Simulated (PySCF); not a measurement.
Solvent effects on NMR parameters

Bonds (- single, = double, # triple, : aromatic): C1-C2, C2-C3, C3-P4, P4=O5, P4-C6, C6:C7, C7:C8, C8:C9, C9:O10, P4-C2, O10:C6. C1 carries H11, H12, H13; C2 carries H14; C3 carries H15, H16; C7 carries H17; C8 carries H18; C9 carries H19. Stereochemistry as in C[C@@H]1C[P@]1(=O)c1ccco1. H15 is cis to C1 on the ring; H16 is trans to C1 on the ring.

GIAO PBE0/pcSseg-1 in PySCF 2.14.0 with density-fitted response routines on one PBE0-D3(BJ)/def2-SVP conformer, non-relativistic, equivalent nuclei averaged. Solvents enter as an IEF-PCM continuum (chloroform with ε = 4.7, acetone with ε = 20.5) around the gas-phase geometry. Shifts are referred to TMS computed in the same medium.

Gas phase, δ in ppm: C9 152.1, C6 147.5, C7 133.7, C8 118.0, C2 21.2, C3 18.7, C1 13.8, H17 7.66, H19 7.62, H18 6.71, H16 2.06, H14 1.99, H11/H12/H13 1.19, H15 1.09. Dipole moment 4.07 D.

Q: How does each δ change in the continuum?

A: 
```csv
atoms,environment,"Δδ, chloroform","Δδ, acetone"
C9,aromatic CH next to the ring oxygen,+3.0,+4.1
C6,substituted aromatic carbon next to the ring oxygen,-0.7,-0.9
C7,aromatic CH,+0.8,+0.9
C8,aromatic CH,+0.8,+1.1
C2,three-membered-ring carbon,+1.7,+2.4
C3,three-membered-ring carbon,+1.5,+2.1
C1,methyl carbon,+0.3,+0.5
H17,hydrogen on an aromatic CH,+0.06,+0.06
H19,hydrogen on an aromatic CH next to the ring oxygen,+0.27,+0.37
H18,hydrogen on an aromatic CH,+0.20,+0.26
H16,hydrogen on a three-membered-ring carbon,+0.25,+0.33
H14,hydrogen on a three-membered-ring carbon,+0.27,+0.36
H11/H12/H13,hydrogen on a methyl carbon,+0.04,+0.06
H15,hydrogen on a three-membered-ring carbon,+0.20,+0.27
```

Changes are relative to the gas phase. The dipole moment becomes 4.97 D in chloroform, 5.29 D in acetone.

Q: Which of the listed nuclei move most (in ppm), and what does the model miss? (N and O are left out, as their reference compounds move with the solvent too.)

A: C9 (aromatic CH next to the ring oxygen, +4.1 ppm) in acetone. A continuum only polarises the solute; specific hydrogen bonds, the anisotropy of aromatic solvents and changes of geometry or conformer are outside it.
